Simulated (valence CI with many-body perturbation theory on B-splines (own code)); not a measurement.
# E1 line list for Ge XXVII

Computed by valence CI with perturbative core correlation (CI+MBPT): four valence electrons over a frozen Dirac-Fock core [He], a basis of 11 s, 11 p, 9 d, 7 f, 5 g, 2 h, 1 i functions for each j, with the one-electron correlation potential Σ1 (screened to all orders), the two-electron term Σ2, the three-electron term Σ3, Breit, model QED; selected single and double excitations, second order for the rest (own B-spline code, finite nucleus).

The last digits are not significant, and no measured levels were compared; by estimate large intervals hold to a few tenths of a per cent, small ones and those within an open d or f shell to about a per cent. Among the levels kept, up to 270 cm⁻¹ of a level comes from second order outside the variational space, and about a tenth of that is noise between levels of different J, which matters for small intervals.

Lines 201 to 250 of 264 in falling wavelength, among levels below 128.22 Ry, chosen from the strongest by gf and those to the six lowest levels. Wavelengths and rates use the calculated energies. Electric multipoles are in the length gauge, E1 and E2 with the static RPA response of the core. Weak lines are less certain than strong ones. Lines between different terms over intervals too small for the method are left out, as are lines whose strength nearly cancels. Where a level lies close to another of its J and parity, the split of strength between their lines is uncertain. The highest levels of a list are the least certain.

Levels are named by their leading jj configuration (3d3/2^4 stands for four electrons in 3d with j = 3/2), which in mixed levels can hold well under half, so a name can repeat and another be missing. Letters in brackets count levels of one name in rising energy.

| λ vac (Å) | Upper | Lower | A (s⁻¹) | S (a.u.) |
| --- | --- | --- | --- | --- |
| 7.614 | (2s^2 2p3/2 3d5/2) J=2 | (2s^2 2p1/2 2p3/2) J=1 | 1.79e+12 | 1.95e-03 |
| 7.610 | (2s 2p1/2 2p3/2 3d5/2) J=2 [b] | (2s 2p1/2^2 2p3/2) J=2 | 1.71e+11 | 1.86e-04 |
| 7.607 | (2s 2p1/2 2p3/2 3d5/2) J=3 [c] | (2s 2p1/2^2 2p3/2) J=2 | 1.05e+12 | 1.60e-03 |
| 7.600 | (2s 2p1/2^2 3p3/2) J=1 | (2s^2 2p1/2 2p3/2) J=1 | 7.59e+11 | 4.93e-04 |
| 7.579 | (2s 2p1/2 2p3/2 3p1/2) J=1 [a] | (2s^2 2p1/2 2p3/2) J=1 | 1.27e+12 | 8.22e-04 |
| 7.576 | (2s 2p1/2 2p3/2 3p1/2) J=1 [c] | (2s^2 2p3/2^2) J=0 | 6.12e+11 | 3.94e-04 |
| 7.570 | (2s^2 2p3/2 3d5/2) J=1 | (2s^2 2p1/2 2p3/2) J=1 | 1.11e+12 | 7.14e-04 |
| 7.568 | (2s 2p1/2 2p3/2 3p1/2) J=2 [c] | (2s^2 2p3/2^2) J=2 | 1.85e+12 | 1.98e-03 |
| 7.559 | (2s 2p1/2 2p3/2 3p1/2) J=2 [a] | (2s^2 2p1/2 2p3/2) J=1 | 3.87e+12 | 4.13e-03 |
| 7.557 | (2s 2p1/2 2p3/2 3p3/2) J=1 [a] | (2s^2 2p1/2 2p3/2) J=2 | 3.58e+11 | 2.29e-04 |
| 7.552 | (2s 2p1/2 2p3/2 3p1/2) J=3 | (2s^2 2p1/2 2p3/2) J=2 | 3.49e+12 | 5.20e-03 |
| 7.547 | (2s 2p1/2^2 3p1/2) J=1 | (2s^2 2p1/2^2) J=0 | 1.83e+12 | 1.16e-03 |
| 7.545 | (2s 2p1/2 2p3/2 3p1/2) J=1 [b] | (2s^2 2p3/2^2) J=2 | 1.34e+12 | 8.53e-04 |
| 7.542 | (2s 2p1/2 2p3/2 3p3/2) J=1 [d] | (2s^2 2p3/2^2) J=0 | 5.48e+11 | 3.48e-04 |
| 7.533 | (2s 2p1/2 2p3/2 3p3/2) J=2 [a] | (2s^2 2p1/2 2p3/2) J=2 | 6.75e+11 | 7.12e-04 |
| 7.519 | (2s 2p3/2^2 3p3/2) J=1 | (2s^2 2p3/2^2) J=0 | 2.83e+11 | 1.78e-04 |
| 7.519 | (2s 2p1/2 2p3/2 3p3/2) J=1 [a] | (2s^2 2p1/2 2p3/2) J=1 | 9.69e+12 | 6.10e-03 |
| 7.515 | (2s 2p1/2 2p3/2 3p3/2) J=3 [c] | (2s^2 2p3/2^2) J=2 | 1.08e+11 | 1.58e-04 |
| 7.509 | (2s 2p1/2 2p3/2 3p1/2) J=2 [b] | (2s^2 2p1/2 2p3/2) J=2 | 1.92e+12 | 2.01e-03 |
| 7.505 | (2s 2p1/2 2p3/2 3p3/2) J=2 [c] | (2s^2 2p3/2^2) J=2 | 2.66e+12 | 2.77e-03 |
| 7.495 | (2s 2p1/2 2p3/2 3p3/2) J=2 [a] | (2s^2 2p1/2 2p3/2) J=1 | 1.16e+13 | 1.21e-02 |
| 7.482 | (2s 2p1/2 2p3/2 3p1/2) J=1 [c] | (2s^2 2p3/2^2) J=2 | 9.83e+11 | 6.09e-04 |
| 7.481 | (2s 2p1/2 2p3/2 3p3/2) J=2 [b] | (2s^2 2p1/2 2p3/2) J=2 | 1.13e+13 | 1.17e-02 |
| 7.481 | (2s 2p1/2 2p3/2 3p3/2) J=1 [c] | (2s^2 2p3/2^2) J=2 | 1.09e+12 | 6.76e-04 |
| 7.481 | (2s 2p3/2^2 3p1/2) J=2 | (2s^2 2p3/2^2) J=2 | 3.31e+12 | 3.42e-03 |
| 7.475 | (2s 2p1/2^2 3p3/2) J=1 | (2s^2 2p1/2^2) J=0 | 1.06e+13 | 6.53e-03 |
| 7.474 | (2s 2p1/2 2p3/2 3p3/2) J=1 [b] | (2s^2 2p1/2 2p3/2) J=2 | 1.29e+13 | 7.97e-03 |
| 7.472 | (2s 2p1/2 2p3/2 3p3/2) J=0 [a] | (2s^2 2p1/2 2p3/2) J=1 | 1.46e+13 | 3.01e-03 |
| 7.471 | (2s 2p1/2 2p3/2 3p3/2) J=3 [b] | (2s^2 2p1/2 2p3/2) J=2 | 1.11e+13 | 1.60e-02 |
| 7.471 | (2s 2p1/2 2p3/2 3p1/2) J=2 [b] | (2s^2 2p1/2 2p3/2) J=1 | 9.47e+11 | 9.75e-04 |
| 7.469 | (2s 2p3/2^2 3p1/2) J=3 | (2s^2 2p3/2^2) J=2 | 1.59e+13 | 2.29e-02 |
| 7.457 | (2s 2p3/2^2 3p3/2) J=3 | (2s^2 2p3/2^2) J=2 | 2.48e+11 | 3.55e-04 |
| 7.455 | (2s 2p1/2 2p3/2 3p1/2) J=1 [a] | (2s^2 2p1/2^2) J=0 | 2.89e+12 | 1.77e-03 |
| 7.449 | (2s 2p1/2 2p3/2 3p3/2) J=1 [d] | (2s^2 2p3/2^2) J=2 | 4.03e+12 | 2.46e-03 |
| 7.446 | (2s^2 2p3/2 3d5/2) J=1 | (2s^2 2p1/2^2) J=0 | 2.22e+12 | 1.36e-03 |
| 7.444 | (2s 2p1/2 2p3/2 3p3/2) J=2 [b] | (2s^2 2p1/2 2p3/2) J=1 | 9.18e+11 | 9.34e-04 |
| 7.436 | (2s 2p1/2 2p3/2 3p3/2) J=1 [b] | (2s^2 2p1/2 2p3/2) J=1 | 8.23e+11 | 5.01e-04 |
| 7.426 | (2s 2p3/2^2 3p3/2) J=1 | (2s^2 2p3/2^2) J=2 | 8.18e+12 | 4.96e-03 |
| 7.414 | (2s 2p1/2 2p3/2 3p1/2) J=2 [c] | (2s^2 2p1/2 2p3/2) J=2 | 3.10e+12 | 3.11e-03 |
| 7.409 | (2s 2p3/2^2 3p3/2) J=2 | (2s^2 2p3/2^2) J=2 | 1.04e+13 | 1.05e-02 |
| 7.396 | (2s 2p1/2 2p3/2 3p3/2) J=1 [a] | (2s^2 2p1/2^2) J=0 | 2.51e+11 | 1.50e-04 |
| 7.392 | (2s 2p1/2 2p3/2 3p1/2) J=1 [b] | (2s^2 2p1/2 2p3/2) J=2 | 4.72e+12 | 2.82e-03 |
| 7.377 | (2s 2p1/2 2p3/2 3p1/2) J=2 [c] | (2s^2 2p1/2 2p3/2) J=1 | 4.41e+11 | 4.37e-04 |
| 7.363 | (2s 2p1/2 2p3/2 3p3/2) J=3 [c] | (2s^2 2p1/2 2p3/2) J=2 | 3.51e+12 | 4.84e-03 |
| 7.355 | (2s 2p1/2 2p3/2 3p1/2) J=1 [b] | (2s^2 2p1/2 2p3/2) J=1 | 2.14e+12 | 1.26e-03 |
| 7.353 | (2s 2p1/2 2p3/2 3p3/2) J=2 [c] | (2s^2 2p1/2 2p3/2) J=2 | 4.67e+12 | 4.58e-03 |
| 7.331 | (2s 2p1/2 2p3/2 3p3/2) J=1 [c] | (2s^2 2p1/2 2p3/2) J=2 | 7.05e+11 | 4.11e-04 |
| 7.331 | (2s 2p1/2 2p3/2 3p1/2) J=0 | (2s^2 2p1/2 2p3/2) J=1 | 6.59e+12 | 1.28e-03 |
| 7.319 | (2s 2p3/2^2 3p1/2) J=3 | (2s^2 2p1/2 2p3/2) J=2 | 1.03e+12 | 1.40e-03 |
| 7.317 | (2s 2p1/2 2p3/2 3p3/2) J=1 [b] | (2s^2 2p1/2^2) J=0 | 7.83e+11 | 4.54e-04 |
